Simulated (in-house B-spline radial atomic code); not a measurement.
**Ionising Dy II (Dy+) with different functionals**

Computed with a B-spline radial code for spherical atoms: scalar-relativistic (spin-free X2C) Hamiltonian, Fermi nucleus of rms radius 5.2218 fm, spin-polarised at highest spin, spherical fractional occupations for the functionals, and exact exchange of hybrids averaged over the configuration. The ionisation energy is the difference of two self-consistent energies, [Xe] 4f10 6s1 → [Xe] 4f10, without Breit or QED terms; ε is the level of the shell that loses the electron (its least bound occupied spin orbital). There is no spin-orbit coupling in this Hamiltonian.

| method | rung | ΔSCF (eV) | -ε(6s) (eV) |
| --- | --- | --- | --- |
| PBE0 | global hybrid | 11.67 | 9.72 |
| B3LYP | global hybrid | 11.92 | 9.71 |
| TPSSh | global hybrid | 11.52 | 9.28 |
| BHandHLYP | global hybrid | 11.59 | 10.18 |
| r2SCAN0 | global hybrid | 11.56 | 9.85 |
| B97-1 | global hybrid | 11.44 | 9.36 |
| HSE06 | range-separated hybrid | 11.70 | 9.42 |
| wB97X | range-separated hybrid | 11.23 | 11.21 |
| CAM-B3LYP | range-separated hybrid | 11.84 | 10.75 |
| LC-wPBE | range-separated hybrid | 11.45 | 11.53 |

Q: Among the functionals, which spreads more, the ΔSCF values or the orbital energies?

A: The orbital energies: ΔSCF values span about 0.69 eV and the orbital energies 2.25 eV.

Q: How do they compare with the NIST value?

A: NIST lists 11.65 eV ± 0.02 (semi-empirical, ground level to ground level). Errors run from -0.41 to +0.28 eV; PBE0 is closest (+0.03 eV), but part of that can be cancellation, since the calculations leave out spin-orbit coupling, Breit-QED terms, multiplet and fine-structure energies.
